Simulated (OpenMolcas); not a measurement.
## Lines of Se+: computed and rescaled rates

- Program: OpenMolcas 26.06
- Method: CASSCF
- Basis: ANO-RCC [9s8p6d4f2g]
- Scalar Hamiltonian: DKH2, point nucleus
- Active space: 5 electrons in 8 orbitals (4s 4p 5s 5p)
- State averaging: 2S+1 = 4 odd, 1 root; 2S+1 = 2 odd, 8 roots; 2S+1 = 4 even, 3 roots; 2S+1 = 2 even, 9 roots
- Spin-orbit coupling: RASSI with atomic mean-field integrals over the reference wave functions, term energies averaged over their components

Rates come from the transition moments of the reference wave functions (E1 and E2 in the length form). At fixed line strength A goes as λ^-3 for E1 and M1 and as λ^-5 for E2, so a rate at the computed wavelength can be rescaled to the measured one. Measured vacuum wavelengths follow from level energies in NIST Handbook of Basic Atomic Spectroscopic Data. Branching counts decays inside the model space alone, at computed energies, and the table is only a selection of the E2 and M1 lines, drawn from those between levels with measured partners whose computed energy lies within a factor of 1.5 of the measured one.

```tsv
Upper	Lower	Type	λ computed (nm)	λ measured (nm)	A computed (s-1)	A rescaled (s-1)	Branching %
4s² 4p³ ²P°_3/2	4s² 4p³ ⁴S°_3/2	M1	399.7	418.5	3.66e+00		67.2
4s² 4p³ ²P°_1/2	4s² 4p³ ⁴S°_3/2	M1	412.4	434.1	1.66e+00		72.3
4s² 4p³ ²P°_3/2	4s² 4p³ ²D°_3/2	M1	1221	932.3	1.16e+00		21.2
4s² 4p³ ²P°_1/2	4s² 4p³ ²D°_3/2	M1	1347	1013	5.64e-01		24.5
4s² 4p³ ²P°_3/2	4s² 4p³ ²D°_5/2	M1	1330	989.1	5.33e-01		9.8
4s² 4p³ ²D°_3/2	4s² 4p³ ⁴S°_3/2	M1	594.2	759.4	3.38e-01		97.2
4s² 4p³ ²P°_3/2	4s² 4p³ ²D°_5/2	E2	1330	989.1	5.90e-02	2.59e-01	1.1
4s² 4p³ ²P°_1/2	4s² 4p³ ²D°_3/2	E2	1347	1013	4.83e-02	2.01e-01	2.1
4s² 4p³ ²P°_3/2	4s² 4p³ ²D°_3/2	E2	1221	932.3	2.92e-02	1.13e-01	0.5
4s² 4p³ ²P°_1/2	4s² 4p³ ²D°_5/2	E2	1481	1081	2.14e-02	1.03e-01	0.9
4s² 4p³ ²D°_5/2	4s² 4p³ ⁴S°_3/2	E2	571.4	725.5	1.88e-02		67.8
4s² 4p³ ²D°_3/2	4s² 4p³ ⁴S°_3/2	E2	594.2	759.4	9.76e-03		2.8
4s² 4p³ ²D°_5/2	4s² 4p³ ⁴S°_3/2	M1	571.4	725.5	5.92e-03		21.3
4s² 4p³ ²D°_5/2	4s² 4p³ ²D°_3/2	M1	14900	16230	3.02e-03	2.34e-03	10.9
```

Spin-changing lines and M1 lines between different terms are not rescaled, since their strength hangs on the term gaps too.

The largest correction is for 4s² 4p³ ²P°_1/2 → 4s² 4p³ ²D°_5/2 (E2): 2.14e-02 × (1481 / 1081)^5 = 1.03e-01 s-1, a factor of 4.83.

No measured rate stands beside these. Rescaling mends the energy factor alone: line strengths can still be far off where a level mixes with configurations outside the active space, and weak or spin-changing lines hang on small mixing coefficients that depend on the term gaps too, so rescaling need not improve them.

Without dynamic correlation excited terms often stand tens of per cent too high (terms of higher spin than the ground term too low), and those without a measured partner can miss by more than the paired ones. Active for correlation alone: 5p 5s; no level in the range computed is led by a configuration that fills them, so any true level of that kind is missing. Measured partners are found by configuration, term and J. A level has none where our copy of the source lacks it or the pairing is in doubt (some pairs that miss far off the trend of their configuration count as doubtful). Levels of configurations outside the active space are missing.

° marks odd parity.
